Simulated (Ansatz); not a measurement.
`BB(N)[SiH3]` + `O[Si]S` → `[SiH3]O[Si]S` + `BBN`  (cleavage of the Si–B bond)

Program: Ansatz. Geometries: PBE0-D4/def2-TZVP. ΔE: electronic, gas phase. CBS: MP2 limit from def2 TZ/QZ plus the TZ coupled-cluster correction, frozen cores. This one scheme is used for every species. One conformer a species, not always the lowest.

`BB(N)[SiH3]`:

Z-matrix (Å, degrees):
```
Si
B 1 2.048
H 1 1.496 2 109.2
H 1 1.490 2 112.4 3 119.4
H 1 1.490 2 112.4 3 -119.4
N 2 1.390 1 116.2 3 -0.2
B 2 1.645 1 111.5 3 179.9
H 6 1.007 2 123.5 1 -180.0
H 6 1.007 2 123.5 1 0.0
H 7 1.201 2 121.7 1 85.0
H 7 1.201 2 121.7 1 -85.1
```

`O[Si]S`:

Cartesian coordinates in Å:
```
O 1.256 0.174 0.600
Si 0.739 0.793 -0.835
S -1.300 0.060 -1.033
H 0.707 -0.380 1.160
H -1.401 -0.647 0.109
```

`[SiH3]O[Si]S`:

```xyz
8

Si    0.211   -1.414   -0.137
O    -0.075    0.209   -0.100
Si   -0.656    1.438   -1.032
S    -0.445    3.090    0.344
H    -0.585   -2.058    0.936
H    -0.178   -1.976   -1.456
H     1.656   -1.645    0.099
H     0.071    2.357    1.346
```

`BBN`:

Z-matrix (Å, degrees):
```
B
B 1 1.664
H 1 1.201 2 122.2
H 1 1.201 2 122.2 3 173.8
N 2 1.391 1 129.0 3 93.1
H 2 1.210 1 114.9 3 -86.9
H 5 1.006 2 122.8 1 180.0
H 5 1.005 2 124.0 1 0.0
```

```json
{"species": "`BB(N)[SiH3]`", "CCSD(T)/CBS(def2) energy (Eh)": "-397.57337"}
{"species": "`O[Si]S`", "CCSD(T)/CBS(def2) energy (Eh)": "-763.27025"}
{"species": "`[SiH3]O[Si]S`", "CCSD(T)/CBS(def2) energy (Eh)": "-1053.58849"}
{"species": "`BBN`", "CCSD(T)/CBS(def2) energy (Eh)": "-107.29684"}
```

(1) Work out ΔE.

Largest T1 diagnostic among the species: 0.015.

## Answers

(1) ΔE = (-1053.58849) + (-107.29684) − (-397.57337) − (-763.27025) = -0.04171 Eh = -1.13 eV.

Leaving LDA and LC-ωPBE aside and taking each functional with its dispersion term where it has one, the values, not all of them listed here, spread over 0.44 eV, from BHLYP-D4 to PBE-D4. From PBE to PBE0 (25 % exact exchange), in def2-TZVPP and without D4, ΔE moves by −0.11 eV.
